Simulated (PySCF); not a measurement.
Cl2FGeHO, SMILES [OH][Ge]([F])([Cl])[Cl].

Geometry optimised at B3LYP-D3(BJ)/def2-SVP. This is a generated structure with no PubChem entry under its InChIKey; it may be hypothetical. The values are those of a single conformer.

All values below come from ωB97X/def2-TZVP (PySCF).

Gas-phase values at a fixed geometry.

The total energy is -3173.33882 hartree. The highest occupied level is -12.26 eV and the lowest empty level is 0.42 eV. The orbital gap is 12.68 eV, the dipole moment is 0.334 e·Å and the quadrupole, principal values (traceless, Buckingham form, about the centre of nuclear charge) comes out as -6.03, -2.96, 8.99 D·Å. The mean static polarisability is 52.0 bohr³ (7.70 Å³) and the polarisability, principal values comes out as 42.5, 50.9, 62.4 bohr³.
